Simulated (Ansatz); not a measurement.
`[NH]=[Ta]([NH2])([Cl])[Cl]` and `[CH3][Ta](=[NH])([Cl])[Cl]` differ in one atom or group.

Ansatz, PBE0-D4/def2-TZVP geometries, multiplicity 1. Each molecule was computed in one conformer, which needn't be the lowest.

Elements past krypton have def2 core potentials.

```tsv
property	`[NH]=[Ta]([NH2])([Cl])[Cl]`
LUMO energy (B3LYP/def2-TZVPP) / eV	-1.73
HOMO energy (ωB97M-V/def2-TZVPP) / eV	-10.33
LUMO energy (ωB97M-V/def2-TZVPP) / eV	0.54
size of the dipole moment (B3LYP/def2-TZVPP) / D	2.74
HOMO–LUMO gap (PBE0/def2-TZVPP) / eV	6.57
HOMO energy (PBE0/def2-TZVPP) / eV	-8.09
```

Give the same properties after the change, and the shifts. (Best estimate.)

Computed: 
```csv
property,`[CH3][Ta](=[NH])([Cl])[Cl]`,shift
LUMO energy (B3LYP/def2-TZVPP) / eV,-2.22,-0.49
HOMO energy (ωB97M-V/def2-TZVPP) / eV,-10.45,-0.12
LUMO energy (ωB97M-V/def2-TZVPP) / eV,0.11,-0.43
size of the dipole moment (B3LYP/def2-TZVPP) / D,1.29,-1.45
HOMO–LUMO gap (PBE0/def2-TZVPP) / eV,6.20,-0.37
HOMO energy (PBE0/def2-TZVPP) / eV,-8.20,-0.11
```

With PBE0 the HOMO falls by 0.11 eV and the LUMO falls by 0.49 eV, so the gap narrows by about 0.38 eV. PBE moves the HOMO by -0.13 eV and ωB97M-V by -0.12 eV. The zero-point energy changes by 24.1 kJ/mol with +3 modes. Dipoles are sizes alone; their direction can turn.

B3LYP here is the variant with VWN-RPA as its local correlation; programs differ in this.
